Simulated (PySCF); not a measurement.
**UHF on P (phosphorus, neutral)**

Configuration: [Ne] 3s2 3p2 4s1, high-spin 4P determinant (an excited configuration). Calculation: PySCF 2.14, in aug-cc-pCVQZ-DK (10s9p7d5f3g, 134 functions); scalar relativity by spin-free X2C-1e.

| Item | Value |
| --- | --- |
| Total energy | -341.284964 hartree |
| One-electron energy | -469.7780 hartree |
| Hartree (Coulomb) energy | 151.0388 hartree |
| Exchange energy | -22.5458 hartree |
| ⟨S²⟩ | 3.7629 |
| ⟨L²⟩ | 2.056 |
| Sum of ⟨r⟩ | 17.68 bohr |
| Sum of ⟨r²⟩ | 54.67 bohr² |
| Traceless quadrupole moment −½Σ⟨3z² − r²⟩ along its main axis | 0.838 e·bohr² |
| Langevin diamagnetic susceptibility | -43.3 ×10⁻⁶ cm³/mol |

```
shell  electrons  mean orbital energy (hartree)  spread (hartree)  rms radius, mean of both spins (bohr)
 1s α          1                      -80.40958                 0                                  0.120
 1s β          1                      -80.39083                 0                                  0.120
 2s α          1                       -7.76272                 0                                  0.560
 2s β          1                       -7.74207                 0                                  0.560
 2p α          3                       -5.61850           0.01700                                  0.540
 2p β          3                       -5.58463           0.01965                                  0.540
 3s α          1                       -0.95311                 0                                   1.98
 3s β          1                       -0.74303                 0                                   1.98
 3p α          2                       -0.53306                 0                                   2.35
 4s α          1                       -0.11506                 0                                   5.78
```

The outer electron is Rydberg-like, and this basis confines it to a smaller radius and binds it less than a complete one would.

Densities and radii are taken from the X2C orbitals without a picture-change correction, which distorts them close to the nucleus.

Spin-orbit constants ζ (cm⁻¹) from the X2C one-electron operator on these orbitals: bare nucleus, nucleus screened by l(l+1)(2l+1)/3 electrons, and screened by the Breit-Pauli mean field of the electrons.

```tsv
shell	bare	screened nucleus	mean field
2p	5489	4757	4429
3p	341.9	296.3	271.2
```

To first order the Landé constant is A = 90.41 cm⁻¹, so the lowest level has J = 1/2 and lies 0.0280 eV below the centre of the term. This holds in LS coupling only.
